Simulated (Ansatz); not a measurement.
SnMeF3 (CH3F3Sn). Total charge 0; singlet. Geometry PBE0-D4/def2-SVP, basis def2-TZVP, Ansatz.

```csv
run,HOMO (eV),LUMO (eV)
A,-13.60,1.65
B,-8.59,-2.89
C,-8.58,-3.02
D,-11.61,-1.09
E,-8.68,-3.03
F,-10.24,-2.04
```

In the def2 sets Sn takes a core potential; there is no spin–orbit coupling.

Task: The runs used BHLYP, BLYP, HF, PBE, PBE0, revPBE. Estimate which is which.

Result: A HF (100 % exact exchange); B revPBE (0 % exact exchange); C BLYP (0 % exact exchange); D BHLYP (50 % exact exchange); E PBE (0 % exact exchange); F PBE0 (25 % exact exchange). Exact exchange lowers occupied and raises empty levels; among semilocal functionals meta-GGAs tend to open the gap a little, and such runs are hard to tell apart. The gap grows from 5.56 eV (BLYP) to 15.25 eV (HF).
